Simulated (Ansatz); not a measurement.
Se(SiH3)(OSiH3) (H6OSeSi2), SMILES [SiH3]O[Se][SiH3].

Geometry: PBE0-D3(BJ)/def2-SVP. This is a generated structure with no PubChem entry under its InChIKey; it may be hypothetical. Other conformers were not sampled.

Two levels are set side by side: PBE/def2-SVPD (Ansatz, a first-principles code) and CAM-B3LYP/def2-SVPD (Ansatz). Energy differences of separate SCF runs at the same geometry; the states with an electron removed or added have multiplicity 2 and 2. Differences are taken from unrounded values.

| quantity | PBE |
|---|---|
| vertical ionisation energy (eV) | 8.74 |
| vertical singlet–triplet gap (eV) | 2.64 |

Task: These are the PBE values. What does CAM-B3LYP give? (An estimate is asked for; the answer gives what the named calculation found.)

Result: 
```csv
quantity,CAM-B3LYP,PBE minus CAM-B3LYP
vertical ionisation energy (eV),9.04,-0.30
vertical singlet–triplet gap (eV),2.87,-0.23
```
